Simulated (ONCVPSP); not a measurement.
## PBE ONCV dataset for Er (Z = 68), scalar-relativistic all-electron reference.

```json
{
  "Element": "erbium (Er)",
  "Generator": "ONCVPSP 4.0.1",
  "Type": "optimised norm-conserving Vanderbilt (ONCV)",
  "Functional": "PBE",
  "Relativity": "scalar-relativistic",
  "Frozen core": "[Kr] 4d10 4f11",
  "Valence charge": "11",
  "Reference configuration": "5s2 5p6 5d1 6s1.75 6p0.25",
  "Partial waves": "5s+6s: rc 2.10 bohr, ncon 4, nbas 8, qcut 6.5 1/bohr, 2 projectors; 5p+6p: rc 2.50 bohr, ncon 3, nbas 6, qcut 6.9 1/bohr, 3 projectors, debl 2.8 Ha; 5d: rc 3.55 bohr, ncon 4, nbas 8, qcut 5.4 1/bohr, 2 projectors, debl 1.2 Ha; f scattering state at 0.04 Ha: rc 2.85 bohr, ncon 5, nbas 8, qcut 4.3 1/bohr, 2 projectors, debl 3.5 Ha",
  "Local potential": "polynomial inside 1.85 bohr (lpopt 5, dvloc0 4 Ha)",
  "Core correction": "none"
}
```

(1) Estimate the cutoffs (Ha) at which the residual kinetic energy of the hardest occupied pseudo-wave falls to 1 and 0.1 mHa per electron.

(2) What does a ghost test show?

(3) Tests: 5s2 5p6 5d1 6s2 6p0; 5s2 5p6 5d1 6s1 6p0; 5s2 5p6 5d1 6s0 6p0; 5s2 5p6 5d1 6s1.5 6p0. Which has the largest error in its energy relative to the reference configuration, and how large is it?

Answers

(1) 13 Ha and 16 Ha. The cutoffs count occupied waves only; projector 2 of the f channel, the hardest unoccupied one, needs 41 Ha at the loose tolerance.

(2) No bound ghost flagged; no localised positive-energy state flagged.

(3) 5s2 5p6 5d1 6s0 6p0, with +19 meV (all-electron minus pseudo) on +19.03 eV.
